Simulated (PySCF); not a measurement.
PySCF input:

```python
from pyscf import gto, scf, mp, cc as ccmod

mol = gto.M(
    atom='''
    Si   -0.15400471    0.00590285   -0.43326928
    Cl    0.45791998    0.42107774    1.61241274
    O    -0.72713437    1.25405119   -1.13922970
    O     1.22109389   -0.70348438   -1.07107931
    O    -1.15169913   -1.32299095   -0.23355168
    H     1.69711180   -0.04041563   -1.57814611
    H    -2.06376846   -1.02115283   -0.21621518
    ''',
    basis='cc-pvdz',
    charge=-1,
    spin=0,
    verbose=4,
)

mf = scf.RHF(mol)
mf.conv_tol = 1e-10
mf.max_cycle = 100
mf.kernel()
mp2 = mp.MP2(mf, frozen=13).run()
cc = ccmod.CCSD(mf, frozen=13)
cc.max_cycle = 100
cc.kernel()
et = cc.ccsd_t()
print(f'E(CCSD(T)) = {cc.e_tot + et:.9f}')
```

Task: Predict the final energy.

Result: -975.23390 Eh (CCSD(T)/cc-pVDZ).

It need not be the lowest isomer of its formula. Whether it binds its extra electron was not tested at this geometry.
